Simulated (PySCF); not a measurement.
C₆H₁₅O₃, charge +1, singlet, at a GFN2-xTB geometry. Base run: PySCF with HF/STO-3G.

Here is a job for PySCF.
```python
from pyscf import gto, scf

mol = gto.Mole()
mol.atom = '''
    C     2.003197   -1.893961   -0.911233
    O     1.500158   -0.678166   -0.386983
    C     2.140698   -0.243986    0.796643
    C     1.327764    0.972029    1.240304
    O    -0.052348    0.554843    1.116944
    C    -1.050453    1.563890    0.834836
    C    -2.143874    0.822304    0.066155
    O    -1.438339    0.053130   -0.887975
    C    -2.248275   -0.835909   -1.636077
    H     1.879060   -2.709433   -0.193037
    H     3.059207   -1.798878   -1.172343
    H     1.423871   -2.097875   -1.807775
    H     2.113926   -1.034924    1.558974
    H     3.184797    0.032996    0.613857
    H     1.520879    1.249580    2.277351
    H     1.522886    1.819979    0.578210
    H    -0.052785   -0.035656    0.257558
    H    -0.619241    2.353084    0.212994
    H    -1.408849    1.978694    1.777855
    H    -2.720669    0.168249    0.734713
    H    -2.830300    1.529957   -0.411671
    H    -1.578416   -1.350704   -2.319643
    H    -2.741346   -1.559565   -0.980782
    H    -3.003130   -0.290160   -2.205926
'''
mol.basis = 'sto-3g'
mol.charge = 1
mol.spin = 0
mol.verbose = 4
mol.symmetry = True
mol.build()

mf = scf.RHF(mol)
mf.kernel()
mf.analyze()
```

Each row names what was changed in the base input (with any setting that the change needs).

```
change                     ΔE vs base (mEh)  point group used  SCF cycles
-------------------------  ----------------  ----------------  ----------
base                                  0.000                Cs           9
symmetry = off                        0.000                C1           9
irrep_nelec = A':38 A":36            1233.3                Cs          15
irrep_nelec = A':42 A":32            1089.9                Cs          16
```
